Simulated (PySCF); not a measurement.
Species: C5H8NO (doublet state).
Structure used (GFN2-xTB), in Å, numbered top down from 1:
```
atom  x, y, z in Å
C1     2.8413    0.1107    0.3792
C2     1.6369   -0.3559   -0.3198
N3     0.5248    0.1852   -0.3736
C4    -0.6535   -0.2693   -1.0438
C5    -1.7708   -0.5243   -0.0236
C6    -2.1067    0.7141    0.7572
O7    -3.2081    1.0383    1.1003
H8     3.6726    0.1379   -0.3242
H9     2.7171    1.1000    0.8307
H10    3.0906   -0.6081    1.1591
H11   -0.4765   -1.1856   -1.6249
H12   -0.9639    0.5247   -1.7318
H13   -1.4259   -1.2720    0.6975
H14   -2.6648   -0.9087   -0.5164
H15   -1.2177    1.3212    1.0122
```

The hyperfine couplings belong to this conformer and change with its torsions.

Identity: `C/[C]=N/CCC=O` [radical].

The calculation used UKS B3LYP, pcH-1 on C H N O, non-relativistic, mean-field spin-orbit, GIAO (PySCF). Geometry: GFN2-xTB, one conformer, isolated molecule. The geometry wasn't refined by DFT: couplings that depend on bond lengths, twists or pyramidal angles can differ widely from those at the functional's own minimum. No stability test was run, so a lower SCF solution isn't excluded.

Q: The isotropic 13C couplings are +213.4, +98.3, +68.9, +3.4, -3.1 MHz. Assign them to C1; C2; C4; C5; C6.

A: 
| site | a_iso (MHz) | ρ(0) (bohr⁻³) | position | distance from C2 (Å) | spin population | largest \|T\| (MHz) |
| --- | --- | --- | --- | --- | --- | --- |
| C1 | +98.3 | +0.0875 | 1 bond from C2 | 1.47 | +0.01 | 15.4 |
| C2 | +213.4 | +0.1898 | largest spin population | 0.00 | +0.70 | 110.7 |
| C4 | +68.9 | +0.0612 | 2 bonds from C2 | 2.40 | +0.01 | 10.1 |
| C5 | -3.1 | -0.0028 | 3 bonds from C2 | 3.42 | 0.00 | 0.8 |
| C6 | +3.4 | +0.0030 | 4 bonds from C2 | 4.04 | 0.00 | 1.1 |

Q: Match the computed a_iso(1H) values +27.1, +9.1, +2.7, -0.1 MHz (means over equivalent nuclei) with the sites H8/H9/H10; H11/H12; H13/H14; H15.

A: 
```csv
site,a_iso (MHz),ρ(0) (bohr⁻³),position,distance from C2 (Å),bound to,spin population there,largest |T| (MHz)
H8/H9/H10,+27.1,+0.0061,2 bonds from C2,2.11,C1,+0.01,10.7
H11/H12,+9.1,+0.0020,3 bonds from C2,2.85,C4,+0.01,8.0
H13/H14,-0.1,0.0000,4 bonds from C2,3.85,C5,0.00,3.0
H15,+2.7,+0.0006,5 bonds from C2,3.57,C6,0.00,5.3
```

ρ(0) is the spin density at the nucleus and T the dipolar tensor; entries for several nuclei are means. The Mulliken spin populations are largest on C2 (+0.70), N3 (+0.17) and H9 (+0.07).

Means are taken over nuclei equivalent by connectivity, which assumes that they swap fast. The three 1H nuclei of mean +27.1 MHz run from -0.2 to 76.0 MHz in the frozen geometry. The 1H value of +9.1 MHz is a mean of couplings from -4.7 to 22.9 MHz in this one geometry, not an average over conformers.

On Arm Neoverse V2, one thread, on a shared host, this took 56 s wall (grids of density and orbitals included) and 0.99 GiB of memory at its peak.
